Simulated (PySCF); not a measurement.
Yb⁴⁰⁺: ionisation energy

Yb⁴⁰⁺ [Ar] 3d10 4s2 (1S) → Yb⁴¹⁺ [Ar] 3d10 4s1 (2S), as a difference of total energies. Calculation: PySCF 2.14, in an uncontracted even-tempered set (17 s from 4.3 bohr⁻², ratio 2.5; 11 p from 5.6 bohr⁻², ratio 2.5; 8 d from 10 bohr⁻², ratio 2.5; 4 f from 26 bohr⁻², ratio 2.7; 4 g from 39 bohr⁻², ratio 2.7); the non-relativistic Hamiltonian (point nucleus). Correlated levels: outer shells: [Ne] frozen; virtual orbitals above 40 to 60 times the deepest correlated orbital energy dropped. The calculations carry no spin-orbit coupling.

```json
{"method": "UHF", "ionisation energy (eV)": "1868.0"}
{"method": "LDA", "ionisation energy (eV)": "1874.7"}
{"method": "PBE", "ionisation energy (eV)": "1875.2"}
{"method": "PBE0", "ionisation energy (eV)": "1873.6"}
{"method": "r2SCAN", "ionisation energy (eV)": "1870.0"}
{"method": "TPSS", "ionisation energy (eV)": "1873.2"}
{"method": "M06-L", "ionisation energy (eV)": "1870.8"}
{"method": "MP2 (outer shells)", "ionisation energy (eV)": "1871.3"}
{"method": "SCS-MP2 (outer shells)", "ionisation energy (eV)": "1871.5"}
```

How much does correlation contribute at MP2 (outer shells)?

1871.3 − (1868.0) = 3.3 eV, measured against UHF.

The gap to the reference is mostly relativistic.

For comparison: 1978 ± 4 eV (theoretical estimate listed by NIST; NIST Atomic Spectra Database, ionization energies).
